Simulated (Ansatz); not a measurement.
One change: `[SiH3][Al]1[CH2][SiH2]1` becomes `[CH3][Al]1[CH2][SiH2]1`.

Ansatz, PBE0-D4/def2-TZVP geometries, multiplicity 1. 

```json
{"property": "HOMO energy (B3LYP/def2-TZVPP) / eV", "`[SiH3][Al]1[CH2][SiH2]1`": "-5.76"}
{"property": "HOMO energy (ωB97M-V/def2-TZVPP) / eV", "`[SiH3][Al]1[CH2][SiH2]1`": "-7.85"}
{"property": "HOMO–LUMO gap (ωB97M-V/def2-TZVPP) / eV", "`[SiH3][Al]1[CH2][SiH2]1`": "7.39"}
{"property": "size of the dipole moment (PBE/def2-TZVPP) / D", "`[SiH3][Al]1[CH2][SiH2]1`": "1.07"}
{"property": "LUMO energy (PBE/def2-TZVPP) / eV", "`[SiH3][Al]1[CH2][SiH2]1`": "-2.90"}
{"property": "HOMO energy (PBE0/def2-TZVPP) / eV", "`[SiH3][Al]1[CH2][SiH2]1`": "-5.94"}
```

(1) What does the change do to each property? (An estimate is asked.)

## Answers

(1) The calculation gave: 
```tsv
property	`[CH3][Al]1[CH2][SiH2]1`	shift
HOMO energy (B3LYP/def2-TZVPP) / eV	-5.64	0.12
HOMO energy (ωB97M-V/def2-TZVPP) / eV	-7.78	0.07
HOMO–LUMO gap (ωB97M-V/def2-TZVPP) / eV	8.01	0.62
size of the dipole moment (PBE/def2-TZVPP) / D	2.07	1.00
LUMO energy (PBE/def2-TZVPP) / eV	-2.22	0.68
HOMO energy (PBE0/def2-TZVPP) / eV	-5.82	0.12
```

With PBE0 the HOMO rises by 0.12 eV and the LUMO rises by 0.71 eV, so the gap widens by about 0.59 eV. PBE moves the HOMO by 0.16 eV and ωB97M-V by 0.07 eV. Dipoles are sizes alone; their direction can turn.

B3LYP here is the variant with VWN-RPA as its local correlation; programs differ in this.
